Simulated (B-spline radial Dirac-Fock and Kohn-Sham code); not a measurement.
## Atomic SCF run for Lu³⁺

ΔSCF core binding energies without Breit or QED terms, calculated with a radial B-spline solver.

Input (task.json):

```json
{"items": [{"Z": 71, "q": 3, "cfg": [[1, 0, 2], [2, 0, 2], [2, 1, 6], [3, 0, 2], [3, 1, 6], [3, 2, 10], [4, 0, 2], [4, 1, 6], [4, 2, 10], [4, 3, 14], [5, 0, 2], [5, 1, 6]], "A": 175, "rrms": 5.37, "do": "settings", "holes": ["K", "L3", "M5"],
  "settings": [{"rel": "dirac", "method": "hf", "nuc": "fermi", "radius_factor": 1.0, "rmax": 45.0, "h": 0.18, "order": 8, "points": 10, "c_factor": 1.0, "maxit": 60, "damp": 0.5, "ndamp": 3, "tol": 1e-08}]}]}
```

Command: `python xray2_run.py task.json out`

Ground-state iterations:

```
iter   energy (Ha)        error
   1   -14570.52793931  1.32e+00
   2   -14571.06757452  3.00e-02
   3   -14571.08927678  1.13e-02
   4   -14571.09093020  4.39e-03
   5   -14571.09129852  1.65e-03
   6   -14571.09132653  1.12e-03
   7   -14571.09137483  2.69e-04
   8   -14571.09137686  2.83e-05
   9   -14571.09137689  3.66e-06
  10   -14571.09137689  2.00e-07
```

The ground state converged in 10 iterations, with total energy -14571.09138 Ha, virial ratio 1.89757 and highest orbital energy -47.93 eV. ΔSCF binding energies: K (1s) 63650.3 eV, L3 (2p3/2) 9304.9 eV, M5 (3d5/2) 1627.5 eV.
